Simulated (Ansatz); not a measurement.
```xyz
4

Al    2.0000    0.0000    0.0000
Al   -2.0000    0.0000    0.0000
Al    0.0000    1.5000    0.0000
Al    0.0000   -1.5000    0.0000
```

Basis set: cc-pVDZ (spherical functions). Frozen core: 20 orbitals. Charge 0, multiplicity 1.

Computed with Ansatz (development build ahead of 0.2.0); the reference of a correlated method needn't be the lowest determinant of its kind. Restricted open shells among the atoms or ions are ROHF, correlated in semicanonical orbitals with singles.

(1) Give the atomization energy at this shape (free ground-state atoms in the same class of orbitals less the molecule, no zero-point energy) of singlet Al4 by RHF-CCSD(T), RHF-CCSD.

Results:

(1)

```
     method  atomization energy
RHF-CCSD(T)        436.5 kJ/mol
   RHF-CCSD        371.2 kJ/mol
```

Caution: large share of triples, a single reference is doubtful; no unrestricted run beside it, a lower state can exist; the reference determinant was not shown to be the lowest.
